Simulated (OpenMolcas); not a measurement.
Co: from CASSCF to CASPT2

```
Program             : OpenMolcas
Basis               : ANO-R3 [8s5p5d3f2g1h]
Scalar Hamiltonian  : X2C, finite nucleus
Active space        : 9 electrons in 6 orbitals (3d 4s)
State averaging     : 2S+1 = 4 even, 20 roots; 2S+1 = 2 even, 40 roots kept (CI in the orbitals of an earlier block)
Spin-orbit coupling : RASSI with atomic mean-field integrals over the reference wave functions, term energies averaged over their components
```

Methods on the same reference wave functions:
A. CASSCF
B. SS-CASPT2, IPEA 0.25 Eh, imaginary shift 0.1 Eh (closed shells correlated: 3s 3p)
C. MS-CASPT2, IPEA 0.25 Eh, imaginary shift 0.1 Eh (closed shells correlated: 3s 3p)

Energies in eV above 3d⁷ 4s² ⁴F_9/2, the measured ground level; measured values from NIST Handbook of Basic Atomic Spectroscopic Data.

```tsv
Level	A	B	C	Measured
3d⁷ 4s² ⁴F_9/2	0.0000	0.0000	0.0000	0.0000
3d⁷ 4s² ⁴F_7/2	0.0951	0.0955	0.0955	0.1012
3d⁷ 4s² ⁴F_5/2	0.1652	0.1652	0.1653	0.1744
3d⁷ 4s² ⁴F_3/2	0.2133	0.2128	0.2129	0.2243
3d⁸ 4s ⁴F_9/2	1.7187	0.774	0.774	0.4318
3d⁸ 4s ⁴F_7/2	1.8059	0.856	0.856	0.5136
3d⁸ 4s ⁴F_5/2	1.8772	0.929	0.929	0.5815
3d⁸ 4s ⁴F_3/2	1.9283	0.981	0.981	0.6293
3d⁷ 4s² ²G_9/2	2.2056	1.950	1.950	
3d⁷ 4s² ⁴P_5/2	2.2239	1.763	1.763	1.7104
3d⁷ 4s² ⁴P_3/2	2.2556	1.789	1.789	1.7403
3d⁷ 4s² ²G_7/2	2.2973	2.041	2.041	
3d⁷ 4s² ⁴P_1/2	2.2993	1.836	1.836	1.7853
3d⁸ 4s ²F_7/2	2.4049	1.171	1.171	0.9227
3d⁸ 4s ²F_5/2	2.5414	1.304	1.303	1.0490
3d⁷ 4s² ²P_3/2 [66 %]	2.9037	2.304	2.317	
3d⁷ 4s² ²H_11/2	2.9425	2.692	2.692	
3d⁷ 4s² ²P_1/2	2.9971	2.379	2.379	
3d⁷ 4s² ²H_9/2	3.0222	2.771	2.771	
3d⁷ 4s² ²D_5/2	3.1643	2.662	2.743	
3d⁷ 4s² ²D_3/2	3.3012	2.788	2.862
```

Deviations, from unrounded energies. A percentage is the sum of absolute deviations over the sum of measured energies, with the sign that they share, or ± where signs differ.

| Against measurement | Levels | A | B | C |
| --- | --- | --- | --- | --- |
| mean absolute deviation (cm-1) | 12 | 6500 | 1400 | 1400 |
| fine structure of the ground term (%) | 3 | -5.3 | -5.3 | -5.2 |
| other terms of the ground configuration (%) | 3 | +29.5 | +2.9 | +2.9 |
| other configurations (%) | 6 | +197.4 | +45.7 | +45.7 |

B, C lie about equally close to measurement and A furthest from it. The largest miss of C in the table is 3d⁸ 4s ⁴F_3/2, by +2800 cm-1. The ranking rests on the paired levels alone, and a cruder setting can come out closer through cancelling errors.

Between B and C the level of the table that moves most is 3d⁷ 4s² ²D_5/2, by 660 cm-1 (lowest in B, highest in C). Moves below CASPT2's spread within the term are not significant.

The two smallest mean deviations differ by little beside CASPT2's spread within terms, so their order carries little weight.

From A to B the spin-free energies of the other terms of 3d⁷ 4s² shown, above ⁴F, scale by factors of 0.78 to 0.91, as is usual when dynamic correlation screens the repulsion within a d or f shell.

The lowest spin-free term lies below A's lowest term by 0.798 hartree in B, 0.798 hartree in C.

CASPT2 does not keep the components of a term degenerate, so their means are used; among the terms shown or strongly mixed into the levels shown the widest spread is 1900 cm-1 (3d⁸ 4s ⁴F, C). Terms from blocks run as CI alone lack orbitals of their own. A single d shell beside an s shell can misplace configurations of different d count against each other. The CASPT2 spread within a term exceeds the gap to the next term for 3d⁷ 4s² ²D and 3d⁷ 4s² ²H, so the order of their levels is uncertain (figures for B; the like holds for C). Without dynamic correlation excited terms often stand tens of per cent too high (terms of higher spin than the ground term too low), and those without a measured partner can miss by more than the paired ones (holds for A). Measured partners are found by configuration, term and J. A level has none where our copy of the source lacks it or the pairing is in doubt (some pairs that miss far off the trend of their configuration count as doubtful), and it then counts in no deviation. Levels of configurations outside the active space are missing. The table leaves out levels that lie high or whose names do not pair safely across all columns.

A share in square brackets marks a mixed level and gives the weight of the term that names it, the lowest over the columns.
